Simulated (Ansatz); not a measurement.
Frontier orbitals of `[CH3][Ge]([F])([F])[AlH2]`.

Charge 0, multiplicity 1. Correlated methods include outer-core shells of Ge, which these sets cover unevenly. Scalar relativity is left out up to krypton. All single points use the PBE0-D4/def2-TZVP geometry. Basis def2-TZVPP, Ansatz.

Orbital energies of one run (eV). Highest occupied ones, from the top: -7.84, -9.15, -10.03, -10.77, -11.01, -11.33, -11.71, -11.76, -11.82, -12.55, -12.63, -15.20, -20.04, -31.17. Empty: -2.57, -0.15, 0.15, 0.88, 1.00, 1.25.

Question: Which functional gave them?
A. BHLYP
B. LC-ωPBE
C. ωB97M-V
D. PBE0

Answer: D. HOMO energies: PBE0 -7.84, LC-ωPBE -10.39, ωB97M-V -9.86, BHLYP -8.94 eV.

LC-ωPBE has ω = 0.4 bohr⁻¹.
